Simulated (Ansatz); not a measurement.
Z-matrix (Å, degrees):
```
Si
C 1 1.876
H 1 1.483 2 110.7
H 1 1.488 2 109.8 3 120.3
H 1 1.488 2 109.8 3 -120.6
Ge 2 1.944 1 114.7 3 71.6
H 2 1.095 1 109.3 3 -168.5
H 2 1.093 1 109.9 3 -50.8
Cl 6 2.164 2 108.0 1 -52.0
H 6 1.536 2 111.8 1 64.6
H 6 1.536 2 112.9 1 -168.9
```

Charge 0, multiplicity 1.

(1) List the PBE0/def2-TZVPP orbital energies in eV (Ansatz 0.2.0). (Estimate.)

Answers

(1) The calculation gave: Occupied: -10860.75, -2767.01, -1802.54, -1358.98, -1208.81, -1208.77, -1208.77, -278.52, -258.85, -197.14, -196.99, -196.99, -171.72, -144.89, -121.59, -121.47, -121.46, -99.54, -99.54, -99.53, -34.43, -34.35, -34.34, -34.25, -34.24, -22.61, -20.10, -15.36, -14.63, -12.40, -11.11, -10.40, -10.31, -9.64, -9.53, -9.31, -8.64, -8.51. Lowest empty: 0.01, 0.36, 0.70, 1.21, 1.56, 1.82, 1.87, 2.13.
